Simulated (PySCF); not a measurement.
## [WO2(H2O)5]2+: from a saddle point downhill

PySCF 2.14.0, RKS PBE, W def2-SVP with ECP60, O def2-SVP, H def2-SVP; non-relativistic Hamiltonian with scalar-relativistic core potentials where named; density fitting; no spin-orbit coupling. Relaxed within the symmetry of its start, the geometry (D5h) is

```xyz
18

W     0.0000    0.0000    0.0000
O     0.0000    0.0000    1.7939
O     0.0000    0.0000   -1.7939
O     2.1623    0.0000    0.0000
H     2.7190    0.0000    0.8098
H     2.7190    0.0000   -0.8098
O     0.6682    2.0565    0.0000
H     0.8403    2.5859    0.8098
H     0.8403    2.5859   -0.8098
O    -1.7493    1.2710    0.0000
H    -2.1997    1.5982    0.8098
H    -2.1997    1.5982   -0.8098
O    -1.7494   -1.2709    0.0000
H    -2.1997   -1.5982    0.8098
H    -2.1997   -1.5982   -0.8098
O     0.6682   -2.0565    0.0000
H     0.8402   -2.5859    0.8098
H     0.8402   -2.5859   -0.8098
```

and its lowest harmonic modes are -334, -215, -215, 50, 50, 81 cm⁻¹ (negative: unstable). It was moved along the lowest mode and relaxed again, within the group C5h that the move left.

(1) Where does it end, and how much lower?

(2) How do the contacts change?

(3) Is the end a minimum?

State: singlet.

Results:

(1) In C5h, 0.097 eV lower, after 7 steps:
```xyz
18

W     0.0000    0.0000    0.0000
O     0.0000    0.0000    1.7936
O     0.0000    0.0000   -1.7936
O     2.1717   -0.0580    0.0000
H     2.6582    0.2519    0.7994
H     2.6582    0.2519   -0.7994
O     0.7262    2.0475    0.0000
H     0.5818    2.6059    0.7994
H     0.5818    2.6059   -0.7994
O    -1.7228    1.3234    0.0000
H    -2.2986    1.3586    0.7994
H    -2.2986    1.3586   -0.7994
O    -1.7910   -1.2295    0.0000
H    -2.0024   -1.7662    0.7994
H    -2.0024   -1.7662   -0.7994
O     0.6159   -2.0833    0.0000
H     1.0610   -2.4502    0.7994
H     1.0610   -2.4502   -0.7994
```

(2) 
```
     contact  saddle (Å)  end (Å)
   W1–O2 (O)       1.794    1.794
   W1–O3 (O)       1.794    1.794
 W1–O4 (H2O)       2.162    2.172
 W1–O7 (H2O)       2.162    2.172
W1–O10 (H2O)       2.162    2.172
W1–O13 (H2O)       2.162    2.172
W1–O16 (H2O)       2.162    2.172
```


(3) No, 2 of the modes stay unstable (below −25 cm⁻¹); lowest modes -195, -195, 59, 59, 181, 190 cm⁻¹.
